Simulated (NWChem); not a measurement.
Program: NWChem. System: HB, charge 0, spin multiplicity 3, at the geometry of a parent with another charge or spin, in a state set for the comparison that need not be this species' ground state. Its SCF solution wasn't tested for a lower state. Level: UHF/def2-TZVP.

NWChem printed:

```
             Northwest Computational Chemistry Package (NWChem) 7.3.0
             --------------------------------------------------------

                                NWChem Input Module
                                -------------------

 Scaling coordinates for geometry "geometry" by  1.889725989
 (inverse scale =  0.529177249)

 Turning off AUTOSYM since
 SYMMETRY directive was detected!

                             Geometry "geometry" -> ""
                             -------------------------

 Output coordinates in angstroms (scale by  1.889725989 to convert to a.u.)

  No.       Tag          Charge          X              Y              Z
 ---- ---------------- ---------- -------------- -------------- --------------
    1 B                    5.0000     0.00000000     0.00000000     0.20870900
    2 H                    1.0000     0.00000000     0.00000000    -1.04354400

 Effective nuclear repulsion energy (a.u.)       2.1129007038

            Nuclear Dipole moment (a.u.)
            ----------------------------
        X                 Y               Z
 ---------------- ---------------- ----------------
     0.0000000000     0.0000000000     0.0000018897

      Symmetry information
      --------------------

 Group name             C2v
 Group number             16
 Group order               4
 No. of unique centers     2

      Symmetry unique atoms

     1    2


 Summary of "ao basis" -> "" (spherical)
 ------------------------------------------------------------------------------
       Tag                 Description            Shells   Functions and Types
 ---------------- ------------------------------  ------  ---------------------
 *                         def2-tzvp                  on all atoms

 Summary of "ao basis" -> "ao basis" (spherical)
 ------------------------------------------------------------------------------
       Tag                 Description            Shells   Functions and Types
 ---------------- ------------------------------  ------  ---------------------
 B                         def2-tzvp                11       31   5s3p2d1f
 H                         def2-tzvp                 4        6   3s1p

                                 NWChem SCF Module
                                 -----------------

  ao basis        = "ao basis"
  functions       =    37
  atoms           =     2
  alpha electrons =     4
  beta  electrons =     2
  charge          =   0.00
[...]
                     UHF Final Beta Molecular Orbital Analysis
                     -----------------------------------------

 Vector    2  Occ=1.000000D+00  E=-5.652391D-01  Symmetry=a1
              MO Center= -7.2D-16, -2.0D-16, -6.3D-01, r^2= 8.8D-01
   Bfn.  Coefficient  Atom+Function         Bfn.  Coefficient  Atom+Function
  ----- ------------  ---------------      ----- ------------  ---------------
     4      0.283056  1 B  s                  3      0.253832  1 B  s
    33      0.247343  2 H  s                  8     -0.179620  1 B  pz
    32      0.166813  2 H  s                  2     -0.150446  1 B  s

 Vector    3  Occ=0.000000D+00  E= 3.864176D-02  Symmetry=a1
              MO Center= -5.6D-15,  4.9D-16,  8.4D-01, r^2= 3.0D+00
   Bfn.  Coefficient  Atom+Function         Bfn.  Coefficient  Atom+Function
  ----- ------------  ---------------      ----- ------------  ---------------
     5      0.880936  1 B  s                 14      0.359253  1 B  pz
    34     -0.333537  2 H  s                  3      0.199179  1 B  s
     8      0.165159  1 B  pz

 Vector    4  Occ=0.000000D+00  E= 7.367318D-02  Symmetry=b1
              MO Center=  1.7D-15,  9.9D-16,  1.5D-01, r^2= 4.3D+00
   Bfn.  Coefficient  Atom+Function         Bfn.  Coefficient  Atom+Function
  ----- ------------  ---------------      ----- ------------  ---------------
    12      0.833962  1 B  px                 6      0.230850  1 B  px

 Vector    5  Occ=0.000000D+00  E= 1.045637D-01  Symmetry=b2
              MO Center=  1.9D-15,  8.6D-16,  1.6D-01, r^2= 4.8D+00
   Bfn.  Coefficient  Atom+Function         Bfn.  Coefficient  Atom+Function
  ----- ------------  ---------------      ----- ------------  ---------------
    13      0.930918  1 B  py                 7      0.206646  1 B  py

 center of mass
 --------------
 x =   0.00000000 y =   0.00000000 z =   0.19594185

 moments of inertia (a.u.)
 ------------------
           5.170423550438           0.000000000000           0.000000000000
           0.000000000000           5.170423550438           0.000000000000
           0.000000000000           0.000000000000           0.000000000000

  Mulliken analysis of the total density
  --------------------------------------

    Atom       Charge   Shell Charges
 -----------   ------   -------------------------------------------------------
    1 B    5     5.08   0.92  1.06  0.51  0.68  0.11  0.70  0.84  0.23  0.01  0.01  0.00
    2 H    1     0.92   0.23  0.49  0.19  0.01

  Mulliken analysis of the alpha density
  --------------------------------------

    Atom       Charge   Shell Charges
 -----------   ------   -------------------------------------------------------
    1 B    5     3.50   0.46  0.53  0.35  0.47  0.08  0.62  0.76  0.22  0.00  0.01  0.00
    2 H    1     0.50   0.13  0.27  0.09  0.01

   Mulliken analysis of the beta density
   -------------------------------------

    Atom       Charge   Shell Charges
 -----------   ------   -------------------------------------------------------
    1 B    5     1.58   0.45  0.54  0.16  0.21  0.03  0.08  0.08  0.01  0.00  0.01  0.00
    2 H    1     0.42   0.10  0.22  0.10  0.00

   Mulliken analysis of the spin density
   -------------------------------------

    Atom       Charge   Shell Charges
 -----------   ------   -------------------------------------------------------
    1 B    5     1.92   0.01 -0.01  0.19  0.26  0.04  0.54  0.68  0.22 -0.00 -0.00  0.00
    2 H    1     0.08   0.02  0.05 -0.00  0.00

       Multipole analysis of the density wrt the origin
       ------------------------------------------------

     L   x y z        total         alpha         beta         nuclear
     -   - - -        -----         -----         ----         -------
     0   0 0 0     -0.000000     -4.000000     -2.000000      6.000000

     1   1 0 0     -0.000000     -0.000000      0.000000      0.000000
     1   0 1 0      0.000000      0.000000      0.000000      0.000000
     1   0 0 1     -0.040330     -0.828317      0.787985      0.000002

     2   2 0 0     -4.473591     -3.381112     -1.092479      0.000000
     2   1 1 0      0.000000      0.000000      0.000000      0.000000
     2   1 0 1     -0.000000     -0.000000     -0.000000      0.000000
     2   0 2 0     -7.002940     -5.984728     -1.018212      0.000000
     2   0 1 1     -0.000000     -0.000000     -0.000000      0.000000
     2   0 0 2     -5.632993     -7.555270     -2.744324      4.666600

 Task  times  cpu:        0.1s     wall:        0.1s

 Total times  cpu:        0.1s     wall:        0.1s
```

**Question.** Write an NWChem input that would produce this output.

**Answer.** One answer among several that fit: 
```
start mol
memory heap 200 mb stack 900 mb global 1100 mb
geometry units angstroms nocenter noautoz
  B      0.000000     0.000000     0.208709
  H      0.000000     0.000000    -1.043544
  symmetry group C2v
end
basis spherical
  * library def2-tzvp
end
scf
  uhf
  nopen 2
  maxiter 100
  thresh 1e-7
  semidirect memsize 60000000 filesize 0
  # guess.movecs holds the orbitals of an unrestricted PBE0 run
  vectors input guess.movecs output mol.movecs
end
task scf energy
```
